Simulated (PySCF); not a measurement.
C4H7PSSi.
SMILES with atom numbers: `[PH2:1][SiH2:2][c:3]1[cH:4][cH:5][cH:6][s:7]1` (hydrogens: H8, H9 on P1; H10, H11 on Si2; H12 on C4; H13 on C5; H14 on C6)

Cartesian coordinates in Å at the GFN2-xTB level; atoms count from 1:
```
atom  x, y, z in Å
P1     3.0749    0.8740   -0.1005
Si2    1.7139   -0.8912    0.1942
C3    -0.0997   -0.4023    0.1979
C4    -0.9746   -0.3538   -0.8492
C5    -2.2601    0.1065   -0.4960
C6    -2.3551    0.4096    0.8241
S7    -0.8767    0.1390    1.6540
H8     2.4313    1.6860    0.8182
H9     2.3597    1.4121   -1.1572
H10    2.0451   -1.4967    1.4854
H11    1.9201   -1.8184   -0.9217
H12   -0.7010   -0.6459   -1.8480
H13   -3.0749    0.2055   -1.1911
H14   -3.2036    0.7751    1.3679
```

Theory: TDDFT PBE0/def2-SVPD, vertical, gas phase, core orbitals frozen in the response in PySCF 2.14.0, density-fitted response routines.

Kohn–Sham orbitals with the atoms that hold most of them (Löwdin shares over 4%, at most four atoms; ? is withheld):

```tsv
orbital	ε (eV)	atoms
LUMO+2	0.46	S7 25%, Si2 20%, P1 17%, C3 6%
LUMO+1	0.24	S7 36%, Si2 19%, P1 9%, H10 7%
LUMO	-0.93	?
HOMO	-6.80	?
HOMO-1	-7.46	S7 44%, C4 20%, C5 16%, C3 9%
HOMO-2	-7.79	P1 42%, C3 13%, Si2 11%, C6 9%
HOMO-3	-9.29	P1 31%, Si2 26%, H11 8%, H10 8%
```

Problem. Which atoms hold the LUMO, and with what shares?

Solution. C3 (bonded to C, S and Si) 20%; S7 (bonded to 2 C) 19%; C6 (bonded to C, S and H) 19%; C4 (bonded to 2 C and H) 14%. By element: carbon 52% or more, sulfur 19%.

Problem. Give the leading atoms of the HOMO.

Solution. P1 (bonded to Si and 2 H) 25%; C3 (bonded to C, S and Si) 20%; C6 (bonded to C, S and H) 18%; C5 (bonded to 2 C and H) 10%. By element: carbon 48% or more, phosphorus 25%.

Problem. The HOMO–LUMO gap is 5.87 eV. Where does the response calculation put the lowest singlet, and from which orbitals?

Solution. S1 is at 5.17 eV (f = 0.269), 0.70 eV below the gap, made of HOMO→LUMO (95%). 

Problem. Give energy, strength and leading configuration of S1, S2, S3 and S4, and follow the Löwdin shares of the leading atoms from the occupied to the empty orbital.

Solution. 
- S1 (5.17 eV, f 0.269), HOMO→LUMO (95%): P1 25% → at most 14%, C3 20% → 20%, S7 at most 11% → 19%
- S2 (5.66 eV, f 0.062), HOMO-1→LUMO (82%): S7 44% → 19%, C4 20% → 14%, C3 9% → 20%
- S3 (5.87 eV, f 0.0034), HOMO→LUMO+1 (91%): P1 25% → 9%, C3 20% → at most 8%, S7 at most 11% → 36%, Si2 at most 11% → 19%
- S4 (6.03 eV, f 0.018), HOMO-2→LUMO (91%): P1 42% → at most 14%, C3 13% → 20%, S7 at most 10% → 19%

Hardware: one thread, Arm Neoverse V1 (aarch64), shared host with 32 logical CPUs at a one-minute load of 26. Cost: 50 s of wall time (with the writing of density and orbital grids), 0.85 GiB resident at most.

One conformer stands for the species.
